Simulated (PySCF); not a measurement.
Isomers of C7H12FP, mass 146.066 u with the commonest isotopes. Method: PBE0-D3(BJ)/def2-SVP geometry optimisation, gas phase in PySCF 2.14.0. One conformer each, none proved a minimum here; rigid rotors.

Question: Order these by dipole moment, largest first.
A. `[CH3:1]/[CH:2]=[CH:3]\[P:4]=[C:5](\[F:6])[CH:7]([CH3:8])[CH3:9]` with C2–C3–P4–C5 179°, P4–C5–C7–C8 -120°
B. `[CH2:1]=[CH:2][CH2:3]/[P:4]=[C:5](\[F:6])[CH:7]([CH3:8])[CH3:9]` with C1–C2–C3–P4 109°, C2–C3–P4–C5 -84°, P4–C5–C7–C8 -7°
C. `[CH3:1][CH:2]([CH3:3])[P:4]1[CH2:5][CH:6]=[C:7]([F:8])[CH2:9]1` with C1–C2–P4–C5 73°, C2–P4–C5–C6 87°, P4–C5–C6–C7 10°, C6–C7–C9–P4 -10°, C2–P4–C9–C7 -87°

Answer: A (2.41 D), C (1.13 D), B (1.01 D).

Question: Order these by rotational constant C, largest first.
A. `[CH3:1]/[CH:2]=[CH:3]\[P:4]=[C:5](\[F:6])[CH:7]([CH3:8])[CH3:9]` with C2–C3–P4–C5 179°, P4–C5–C7–C8 -120°
B. `[CH3:1][CH:2]([CH3:3])[P:4]1[CH2:5][CH:6]=[C:7]([F:8])[CH2:9]1` with C1–C2–P4–C5 73°, C2–P4–C5–C6 87°, P4–C5–C6–C7 10°, C6–C7–C9–P4 -10°, C2–P4–C9–C7 -87°
C. `[CH2:1]=[CH:2][CH2:3]/[P:4]=[C:5](\[F:6])[CH:7]([CH3:8])[CH3:9]` with C1–C2–C3–P4 109°, C2–C3–P4–C5 -84°, P4–C5–C7–C8 -7°

Answer: B (803.1 MHz), C (689.5 MHz), A (607.7 MHz).

Question: Order these by rotational constant B, smallest first.
A. `[CH3:1]/[CH:2]=[CH:3]\[P:4]=[C:5](\[F:6])[CH:7]([CH3:8])[CH3:9]` with C2–C3–P4–C5 179°, P4–C5–C7–C8 -120°
B. `[CH3:1][CH:2]([CH3:3])[P:4]1[CH2:5][CH:6]=[C:7]([F:8])[CH2:9]1` with C1–C2–P4–C5 73°, C2–P4–C5–C6 87°, P4–C5–C6–C7 10°, C6–C7–C9–P4 -10°, C2–P4–C9–C7 -87°
C. `[CH2:1]=[CH:2][CH2:3]/[P:4]=[C:5](\[F:6])[CH:7]([CH3:8])[CH3:9]` with C1–C2–C3–P4 109°, C2–C3–P4–C5 -84°, P4–C5–C7–C8 -7°

Answer: A (669.8 MHz), C (797.6 MHz), B (921.1 MHz).

| SMILES | point group | Ia (u·Å²) | Ib (u·Å²) | Ic (u·Å²) | κ | μa (D) | μb (D) | μc (D) |
| --- | --- | --- | --- | --- | --- | --- | --- | --- |
| C=CC/P=C(\F)C(C)C | C1 | 202.24 | 633.65 | 732.98 | -0.88 | 0.95 | 0.33 | 0.10 |
| C/C=C\P=C(\F)C(C)C | near Cs | 189.78 | 754.52 | 831.60 | -0.94 | 0.34 | 2.39 | 0.04 |
| CC(C)P1CC=C(F)C1 | C1 | 220.77 | 548.67 | 629.28 | -0.84 | 0.91 | 0.25 | 0.63 |
